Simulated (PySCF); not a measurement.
Run record for `C=N/C=C(/F)OC(F)(F)F`: B97-2/def2-SVPD, start guess sap, TDA, 3 singlets.

Method: TDA B97-2/def2-SVPD, vertical, gas phase, core orbitals frozen in the response (PySCF 2.14.0, density-fitted response routines). Geometry: GFN2-xTB. The command runs a driver script over a list of jobs; the input below is this job's line of settings and its coordinates in Å.

Command:
```bash
OMP_NUM_THREADS=1 python probes_run.py task.json out
```

Input:
```
{"job": {"kind": "uv", "xc": "B97-2", "basis": "def2-SVPD", "nstates": 3, "ntriplets": 2, "tda": true, "scf": {"guess": "sap"}}, "charge": 0, "multiplicity": 1}
C      2.968195     0.155401     0.045659
N      1.725147     0.277801    -0.128768
C      0.859354    -0.600665     0.475292
C     -0.457630    -0.492197     0.305765
F     -1.305488    -1.339754     0.888130
O     -1.055378     0.471380    -0.461014
C     -2.385886     0.506977    -0.574491
F     -2.704496     1.522730    -1.362691
F     -3.017829     0.692868     0.588043
F     -2.906919    -0.596432    -1.118895
H      3.431733    -0.620967     0.661824
H      3.619398     0.861359    -0.444138
H      1.225410    -1.409852     1.107556
```

Task: Predict the output.

Result: 
```
final grid: 129568 points
cycle   1  E = -672.8647860920  dE =  7.789e+00  |g| = 5.347e+00  |ddm| = 1.958e+02
cycle   2  E = -520.0279282250  dE =  1.528e+02  |g| = 1.824e+01  |ddm| = 2.949e+02
cycle   3  E = -671.2241969292  dE = -1.512e+02  |g| = 7.081e+00  |ddm| = 2.255e+02
cycle   4  E = -678.6711743133  dE = -7.447e+00  |g| = 3.317e+00  |ddm| = 9.036e+00
cycle   5  E = -682.2898468310  dE = -3.619e+00  |g| = 1.553e+00  |ddm| = 4.639e+00
cycle   6  E = -682.6954630821  dE = -4.056e-01  |g| = 8.030e-01  |ddm| = 2.480e+00
cycle   7  E = -682.7928211609  dE = -9.736e-02  |g| = 3.557e-01  |ddm| = 1.229e+00
cycle   8  E = -682.8262296430  dE = -3.341e-02  |g| = 1.768e-01  |ddm| = 5.735e-01
cycle   9  E = -682.8321294992  dE = -5.900e-03  |g| = 2.670e-02  |ddm| = 2.388e-01
cycle  10  E = -682.8322689932  dE = -1.395e-04  |g| = 1.817e-02  |ddm| = 5.874e-02
cycle  11  E = -682.8323212371  dE = -5.224e-05  |g| = 5.277e-03  |ddm| = 2.199e-02
cycle  12  E = -682.8323263374  dE = -5.100e-06  |g| = 1.383e-03  |ddm| = 7.014e-03
cycle  13  E = -682.8323267088  dE = -3.713e-07  |g| = 4.466e-04  |ddm| = 2.107e-03
cycle  14  E = -682.8323267459  dE = -3.711e-08  |g| = 1.658e-04  |ddm| = 6.496e-04
cycle  15  E = -682.8323267507  dE = -4.869e-09  |g| = 7.634e-05  |ddm| = 3.025e-04
cycle  16  E = -682.8323267512  dE = -4.470e-10  |g| = 5.523e-05  |ddm| = 1.325e-04
cycle  17  E = -682.8323267519  dE = -6.980e-10  |g| = 7.929e-06  |ddm| = 6.722e-05
converged SCF energy = -682.8323267519

Static polarisability (au): isotropic 71.691, principal 44.737 59.653 110.681

Singlet excitations
state   eV       nm        f      main configurations
  1   4.6213    268.3   0.00142   H-1->L 0.99
  2   5.9407    208.7   0.69491   H->L 0.84, H->L+2 0.09
  3   6.8584    180.8   0.00263   H->L+1 0.97

Triplet excitations (Tamm-Dancoff, eV): 3.3437 4.0746
```

H and L stand for HOMO and LUMO; the number after each pair is its weight.

Task: Give the mean polarisability as a volume in Å³, and the ratio of the largest to the smallest principal value.

Result: 71.691 au × 0.148185 = 10.62 Å³; 110.681/44.737 = 2.47.

Task: Which computed singlet has the largest oscillator strength, and what do all of them sum to?

Result: State 2 at 5.94 eV (209 nm), f = 0.695; the 3 states sum to 0.699.

In short: SCF converged in 17 cycles with 239 basis and 865 fitting functions; HOMO -7.18 eV, LUMO -1.58 eV; lowest singlet 4.62 eV; lowest triplet 3.34 eV (Tamm–Dancoff); mean polarisability 71.7 au.

Task: Estimate the wall time. Hardware: an Arm Neoverse V2 with one thread, no GPU, shared host with 96 logical CPUs at a one-minute load of 26. And the peak memory of the process?

Result: About 36 s, with 0.91 GiB resident at the peak, the Python interpreter and its libraries included.

Shape of the structure used: `[CH2:1]=[N:2]/[CH:3]=[C:4](/[F:5])[O:6][C:7]([F:8])([F:9])[F:10]`: C1–N2–C3–C4 180°, C3–C4–O6–C7 180°, C4–O6–C7–F8 180°.

One conformer stands for the species.
